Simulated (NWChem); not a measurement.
System: CH7BO2Si; SMILES B(O)(O[SiH3])C

The following NWChem deck was run.

```
start job
memory heap 200 mb stack 900 mb global 1100 mb
geometry units angstroms noautosym nocenter noautoz
  B     -0.048786     0.931589     0.000767
  C     -0.971131     2.213628    -0.000663
  H     -2.037846     1.952125     0.007150
  H     -0.779461     2.838394    -0.889563
  H     -0.768699     2.849972     0.877499
  O      1.315493     1.007108     0.000452
  H      1.640066     1.911366    -0.000593
  O     -0.607585    -0.311684     0.001828
  Si    -0.035146    -1.881695    -0.000403
  H      1.454616    -1.939812    -0.027509
  H     -0.585405    -2.571340    -1.202809
  H     -0.541120    -2.560925     1.227210
end
basis spherical
  * library def2-tzvp
end
dft
  xc b3lyp
  iterations 150
  semidirect filesize 400000000
end
property
  efieldgrad
end
task dft property
```

NWChem printed, in part:

```
             Northwest Computational Chemistry Package (NWChem) 7.3.0
             --------------------------------------------------------

                             Geometry "geometry" -> ""
                             -------------------------

 Output coordinates in angstroms (scale by  1.889725989 to convert to a.u.)

  No.       Tag          Charge          X              Y              Z
 ---- ---------------- ---------- -------------- -------------- --------------
    1 B                    5.0000    -0.04878600     0.93158900     0.00076700
    2 C                    6.0000    -0.97113100     2.21362800    -0.00066300
    3 H                    1.0000    -2.03784600     1.95212500     0.00715000
    4 H                    1.0000    -0.77946100     2.83839400    -0.88956300
    5 H                    1.0000    -0.76869900     2.84997200     0.87749900
    6 O                    8.0000     1.31549300     1.00710800     0.00045200
    7 H                    1.0000     1.64006600     1.91136600    -0.00059300
    8 O                    8.0000    -0.60758500    -0.31168400     0.00182800
    9 Si                  14.0000    -0.03514600    -1.88169500    -0.00040300
   10 H                    1.0000     1.45461600    -1.93981200    -0.02750900
   11 H                    1.0000    -0.58540500    -2.57134000    -1.20280900
   12 H                    1.0000    -0.54112000    -2.56092500     1.22721000

 Effective nuclear repulsion energy (a.u.)     219.2614672926

                              NWChem Property Module
                              ----------------------

  itol2e modified to match energy
  convergence criterion.

                                 NWChem DFT Module
                                 -----------------

 Summary of "ao basis" -> "ao basis" (spherical)
 ------------------------------------------------------------------------------
       Tag                 Description            Shells   Functions and Types
 ---------------- ------------------------------  ------  ---------------------
 B                         def2-tzvp                11       31   5s3p2d1f
 C                         def2-tzvp                11       31   5s3p2d1f
 H                         def2-tzvp                 4        6   3s1p
 O                         def2-tzvp                11       31   5s3p2d1f
 Si                        def2-tzvp                13       37   5s5p2d1f

  itol2e modified to match energy
  convergence criterion.

[...]

          -----------------------
          Electric field gradient
          -----------------------

 1 a.u. = 0.324123 10**(16) esu/cm**3  ( or statvolts/cm**2 ) = 0.97174 10**(22) v/m**2

 ------------------------------------------------------------
   Atom      X         Y         Z
 ------------------------------------------------------------
    1 B   -0.09219   1.76045   0.00145
 ------------------------------------------------------------

 Electric field gradient in molecular frame (a.u.)
         XX             YY             ZZ             XY             XZ             YZ
 ------------------------------------------------------------------------------------------
        0.165117       0.202272      -0.367389      -0.074041      -0.000000      -0.000385

 Principal components (a.u.) and orientation
 of principal axis w.r.t. absolute frame                      Asymmetry parameter eta
 --------------------------------------------------------------------------------------
       -0.367390       0.260031       0.107359                       0.415560

        0.000096      -0.615073       0.788470
        0.000689       0.788470       0.615073
        1.000000      -0.000484      -0.000500

 ------------------------------------------------------------
   Atom      X         Y         Z
 ------------------------------------------------------------
    2 C   -1.83517   4.18315  -0.00125
 ------------------------------------------------------------

 Electric field gradient in molecular frame (a.u.)
         XX             YY             ZZ             XY             XZ             YZ
 ------------------------------------------------------------------------------------------
        0.020031       0.078385      -0.098416      -0.087265       0.000046      -0.000570

 Principal components (a.u.) and orientation
 of principal axis w.r.t. absolute frame                      Asymmetry parameter eta
 --------------------------------------------------------------------------------------
        0.141223      -0.098418      -0.042805                       0.393801

       -0.584336       0.003118       0.811506
        0.811509       0.004760       0.584320
       -0.002041       0.999984      -0.005311

 ------------------------------------------------------------
   Atom      X         Y         Z
 ------------------------------------------------------------
    3 H   -3.85097   3.68898   0.01351
 ------------------------------------------------------------

 Electric field gradient in molecular frame (a.u.)
         XX             YY             ZZ             XY             XZ             YZ
 ------------------------------------------------------------------------------------------
       -0.260209       0.120391       0.139818      -0.100294       0.002969       0.000688

 Principal components (a.u.) and orientation
 of principal axis w.r.t. absolute frame                      Asymmetry parameter eta
 --------------------------------------------------------------------------------------
       -0.285043       0.145203       0.139840                       0.018817

        0.970711      -0.240198       0.004937
        0.240141       0.970687       0.009911
       -0.007173      -0.008435       0.999939

 ------------------------------------------------------------
   Atom      X         Y         Z
 ------------------------------------------------------------
    4 H   -1.47297   5.36379  -1.68103
 ------------------------------------------------------------

[...]
```

Level: B3LYP/def2-TZVP. Structure relaxed at the PBE0/def2-SVP level. Not confirmed as a minimum by frequencies. NWChem prints the field gradient with the sign opposite to the second derivative of the potential.
